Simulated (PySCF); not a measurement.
2,5-dihydro-1H-silol-1-amine (C4H9NSi), SMILES N[SiH]1CC=CC1.

Geometry: PBE0-D3(BJ)/def2-SVP. The values are those of a single conformer.

Vertical ionisation energy (IE) and electron affinity (EA) in eV. Rows of orbital energies are one-electron estimates. Where ΔSCF, EOM or ADC give a negative EA the extra electron is unbound and the value depends on the basis.

```csv
level,IE,EA
"−ε(HOMO), −ε(LUMO), HF/def2-TZVP (PySCF)",9.29,-3.50
"−ε(HOMO), −ε(LUMO), PBE/def2-TZVP (PySCF)",(withheld),(withheld)
```

### Question
Some entries are withheld; supply them. (An estimate is asked for; the answer gives what the named calculation found.)

### Answer

- −ε(HOMO), −ε(LUMO), PBE/def2-TZVP (PySCF), IE: 5.68
- −ε(HOMO), −ε(LUMO), PBE/def2-TZVP (PySCF), EA: 0.46
